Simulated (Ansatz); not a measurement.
In9As8H24⁻. The state is a singlet with charge -1. Geometry PBE-D4/def2-SVP.

```xyz
41

As    1.362    3.369   -2.576
As   -1.543    2.358    0.956
As   -0.726   -4.253   -1.210
As   -2.210   -1.907    1.634
As   -0.587   -0.321   -2.088
As    2.645    2.359    1.297
As    1.718   -1.784    1.291
As   -0.016    0.762    4.152
In   -0.752    1.933   -3.560
In   -1.219   -2.630   -3.349
In   -2.392    0.033   -0.215
In    2.225    4.547   -0.223
In    0.514    3.046    2.621
In   -2.480   -4.500    0.832
In    1.762   -3.814   -0.462
In   -0.108   -1.773    3.230
In    1.833   -0.598   -1.124
H     2.584    2.667   -3.174
H     1.399    4.535   -3.576
H    -2.801    3.058    1.480
H    -1.371    3.270   -0.258
H    -0.575   -5.677   -1.761
H    -3.383   -1.639    2.586
H     3.547    3.171    2.258
H     3.129   -1.745    1.882
H    -1.253    0.868    5.058
H     0.983    0.699    5.314
H    -2.170    2.817   -3.023
H    -0.379    1.592   -5.239
H    -2.948   -2.634   -3.624
H     0.005   -2.992   -4.546
H    -4.058    0.276   -0.687
H     0.783    5.477    0.206
H     3.703    5.378   -0.692
H     0.027    4.383    3.639
H    -4.086   -4.723    0.177
H    -1.783   -5.480    2.106
H     3.027   -5.011   -0.449
H     2.206   -2.453   -1.798
H     0.139   -2.958    4.489
H     3.252    0.293   -1.575
```

In the def2 sets In takes a core potential; there is no spin–orbit coupling. Single mean-field runs in def2-SVP, def2-TZVP are fitted with def2-universal-jkfit.

Q: Estimate the orbital energies around the gap (eV) in Ansatz with PBE-D4/def2-SVP, PBE-D4/def2-TZVP, B97M-V/def2-SVP, PBE0-D4/def2-SVP, PBE0-D4/def2-TZVP.

A: 
```json
{"orbital": "HOMO−5", "PBE-D4/def2-SVP": "-3.59", "PBE-D4/def2-TZVP": "-3.68", "B97M-V/def2-SVP": "-3.94", "PBE0-D4/def2-SVP": "-4.57", "PBE0-D4/def2-TZVP": "-4.64"}
{"orbital": "HOMO−4", "PBE-D4/def2-SVP": "-3.49", "PBE-D4/def2-TZVP": "-3.59", "B97M-V/def2-SVP": "-3.83", "PBE0-D4/def2-SVP": "-4.44", "PBE0-D4/def2-TZVP": "-4.51"}
{"orbital": "HOMO−3", "PBE-D4/def2-SVP": "-3.33", "PBE-D4/def2-TZVP": "-3.42", "B97M-V/def2-SVP": "-3.67", "PBE0-D4/def2-SVP": "-4.27", "PBE0-D4/def2-TZVP": "-4.34"}
{"orbital": "HOMO−2", "PBE-D4/def2-SVP": "-3.32", "PBE-D4/def2-TZVP": "-3.42", "B97M-V/def2-SVP": "-3.64", "PBE0-D4/def2-SVP": "-4.25", "PBE0-D4/def2-TZVP": "-4.31"}
{"orbital": "HOMO−1", "PBE-D4/def2-SVP": "-3.27", "PBE-D4/def2-TZVP": "-3.37", "B97M-V/def2-SVP": "-3.60", "PBE0-D4/def2-SVP": "-4.19", "PBE0-D4/def2-TZVP": "-4.25"}
{"orbital": "HOMO", "PBE-D4/def2-SVP": "-2.92", "PBE-D4/def2-TZVP": "-3.03", "B97M-V/def2-SVP": "-3.22", "PBE0-D4/def2-SVP": "-3.83", "PBE0-D4/def2-TZVP": "-3.90"}
{"orbital": "LUMO", "PBE-D4/def2-SVP": "0.14", "PBE-D4/def2-TZVP": "0.01", "B97M-V/def2-SVP": "0.24", "PBE0-D4/def2-SVP": "0.84", "PBE0-D4/def2-TZVP": "0.73"}
{"orbital": "LUMO+1", "PBE-D4/def2-SVP": "0.23", "PBE-D4/def2-TZVP": "0.10", "B97M-V/def2-SVP": "0.37", "PBE0-D4/def2-SVP": "0.92", "PBE0-D4/def2-TZVP": "0.82"}
{"orbital": "LUMO+2", "PBE-D4/def2-SVP": "0.32", "PBE-D4/def2-TZVP": "0.18", "B97M-V/def2-SVP": "0.50", "PBE0-D4/def2-SVP": "1.06", "PBE0-D4/def2-TZVP": "0.93"}
{"orbital": "LUMO+3", "PBE-D4/def2-SVP": "0.48", "PBE-D4/def2-TZVP": "0.34", "B97M-V/def2-SVP": "0.57", "PBE0-D4/def2-SVP": "1.19", "PBE0-D4/def2-TZVP": "1.07"}
{"orbital": "LUMO+4", "PBE-D4/def2-SVP": "0.64", "PBE-D4/def2-TZVP": "0.49", "B97M-V/def2-SVP": "0.74", "PBE0-D4/def2-SVP": "1.33", "PBE0-D4/def2-TZVP": "1.20"}
{"orbital": "LUMO+5", "PBE-D4/def2-SVP": "0.74", "PBE-D4/def2-TZVP": "0.56", "B97M-V/def2-SVP": "0.82", "PBE0-D4/def2-SVP": "1.43", "PBE0-D4/def2-TZVP": "1.24"}
```
